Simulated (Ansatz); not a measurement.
`C=NC[SiH2]C` and `CC[SiH2]C` differ in one atom or group.

Ansatz, PBE0-D4/def2-TZVP geometries, multiplicity 1. Each molecule was computed in one conformer, which needn't be the lowest.

```json
{"property": "HOMO energy (PBE0/def2-TZVPP) / eV", "`C=NC[SiH2]C`": "-7.38"}
{"property": "HOMO energy (B3LYP/def2-TZVPP) / eV", "`C=NC[SiH2]C`": "-7.17"}
{"property": "LUMO energy (PBE/def2-TZVPP) / eV", "`C=NC[SiH2]C`": "-1.49"}
{"property": "HOMO–LUMO gap (B3LYP/def2-TZVPP) / eV", "`C=NC[SiH2]C`": "6.50"}
{"property": "HOMO–LUMO gap (ωB97M-V/def2-TZVPP) / eV", "`C=NC[SiH2]C`": "11.50"}
{"property": "LUMO energy (B3LYP/def2-TZVPP) / eV", "`C=NC[SiH2]C`": "-0.67"}
```

What does the change do to each property? (Estimate.)

Computed: 
| property | `CC[SiH2]C` | shift |
| --- | --- | --- |
| HOMO energy (PBE0/def2-TZVPP) / eV | -8.24 | -0.86 |
| HOMO energy (B3LYP/def2-TZVPP) / eV | -8.04 | -0.87 |
| LUMO energy (PBE/def2-TZVPP) / eV | 0.17 | 1.66 |
| HOMO–LUMO gap (B3LYP/def2-TZVPP) / eV | 8.70 | 2.20 |
| HOMO–LUMO gap (ωB97M-V/def2-TZVPP) / eV | 12.87 | 1.37 |
| LUMO energy (B3LYP/def2-TZVPP) / eV | 0.66 | 1.33 |

With PBE0 the HOMO falls by 0.86 eV and the LUMO rises by 1.36 eV, so the gap widens by about 2.22 eV. PBE moves the HOMO by -1.05 eV and ωB97M-V by -0.70 eV.

B3LYP here is the variant with VWN-RPA as its local correlation; programs differ in this.
